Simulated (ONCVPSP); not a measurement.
# u(r) = r·R(r): atom against pseudo-atom (Al (Z = 13))

Columns: radius, all-electron u(r) and pseudo u(r) of the 3p shell (level -2.71 eV) of aluminium in the configuration [Ne] 3s2 3p1; PBE, scalar-relativistic, ONCV scheme, ONCVPSP 4.0.1.

```
r (bohr)  all-electron  pseudo
   0.123       -0.0964  0.0034
   0.245       -0.1892  0.0136
   0.368       -0.2138  0.0304
   0.490       -0.1854  0.0532
   0.613       -0.1260  0.0819
   0.735       -0.0526  0.1153
   0.858        0.0259  0.1531
   0.980        0.1024  0.1936
   1.103        0.1750  0.2364
   1.225        0.2408  0.2796
   1.348        0.3002  0.3228
   1.470        0.3523  0.3641
   1.593        0.3982  0.4032
   1.715        0.4374  0.4385
   1.838        0.4707  0.4700
   1.960        0.4977  0.4967
   2.083        0.5192  0.5185
   2.205        0.5354  0.5351
   2.328        0.5470  0.5469
   2.450        0.5542  0.5542
   2.573        0.5577  0.5576
   2.695        0.5578  0.5578
   2.818        0.5550  0.5550
   2.940        0.5498  0.5498
   3.063        0.5425  0.5424
   3.185        0.5334  0.5334
```

How many radial nodes do the two functions have?

The all-electron 3p function has n − l − 1 = 1; the pseudo-wave has 0, since the states of the same l below it are removed with the core.

At about which radius was the pseudo-wave matched?

2.45 bohr. The columns agree to 0.0005 from 2.21 bohr on; several derivatives are matched, so the curves merge somewhat inside the radius.

Where does each function peak?

Outermost all-electron maximum near 2.69 bohr, pseudo maximum near 2.69 bohr (to the table’s step).

Is the pseudo-wave norm-conserving?

Yes: the ONCV scheme keeps the norm inside the radius equal to the all-electron one, which fixes the energy derivative of the logarithmic derivative at the level.
